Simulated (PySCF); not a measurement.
PySCF was given this input:
```python
from pyscf import gto, scf, dft

mol = gto.Mole()
mol.atom = '''
    Si   -0.39987379   -0.88118962   -2.13497317
    Si    0.00008728    0.00003811   -0.00007686
    Si   -0.01936908    2.34160751   -0.10489889
    Si   -1.67154749   -0.72989766    1.47203667
    Si    2.09073072   -0.73054627    0.76788792
    H    -1.68998104   -0.45654750   -2.68313463
    H    -0.41130091   -2.34577006   -2.14253522
    H     0.61550825   -0.47256910   -3.10822246
    H     0.23433488    2.96233684    1.19721786
    H    -1.30379917    2.87015447   -0.56972258
    H     0.99732510    2.86932833   -1.01760325
    H    -3.00679306   -0.28341603    1.06836245
    H    -1.73661000   -2.19012134    1.56527369
    H    -1.46866158   -0.23902180    2.83697536
    H     2.17817573   -2.19028969    0.84962613
    H     3.18787523   -0.30048259   -0.10188489
    H     2.40353971   -0.22377048    2.10598823
'''
mol.basis = 'sto-3g'
mol.verbose = 4
mol.build()

mf = dft.RKS(mol)
mf.xc = 'blyp'
mf.grids.atom_grid = (99, 590)
mf.grids.prune = None
mf.kernel()
```

What Mulliken (on the basis functions themselves) charges in atom order does BLYP/STO-3G (PySCF) give?

Si1 0.37, Si2 0.06, Si3 0.37, Si4 0.37, Si5 0.37, H6 -0.13, H7 -0.13, H8 -0.13, H9 -0.13, H10 -0.13, H11 -0.13, H12 -0.13, H13 -0.13, H14 -0.13, H15 -0.13, H16 -0.13, H17 -0.13

What is the computed nuclear repulsion energy (BLYP/STO-3G)?

496.6082 Eh

Estimate the total energy that BLYP/STO-3G returns for this input.

-1437.7240 Eh
